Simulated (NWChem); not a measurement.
System: CH$_{6}$BFOSi; SMILES COB(F)[SiH3]

```xyz
11

B     -0.6361     0.0865     0.0000
F     -1.9505    -0.1207     0.0000
O     -0.2523     1.3722     0.0000
C      1.0763     1.8213     0.0000
H      1.2518     2.4408    -0.8924
H      1.2518     2.4408     0.8924
H      1.8048     0.9925     0.0000
Si     0.6237    -1.5264     0.0000
H      1.5176    -1.5073     1.2030
H      1.5176    -1.5073    -1.2030
H     -0.1448    -2.8067     0.0000
```
Atoms are numbered in this order, from 1.

Structure relaxed at the PBE0/def2-SVP level.

Question: Give the principal values of the shielding tensors (ppm) of B1, F2, O3, C4, Si8 from BHandHLYP/pcSseg-1, GIAO (NWChem), with their diamagnetic and paramagnetic parts as GIAO splits them.

Answer: 
```csv
atom,σ11,σ22,σ33,isotropic,diamagnetic,paramagnetic
B1,46.1,82.4,85.8,71.4,196.0,-124.6
F2,47.4,289.0,366.0,234.1,472.7,-238.5
O3,-60.8,287.5,317.2,181.3,396.1,-214.8
C4,105.5,107.3,178.3,130.3,245.4,-115.0
Si8,452.8,466.3,489.8,469.6,880.1,-410.5
```
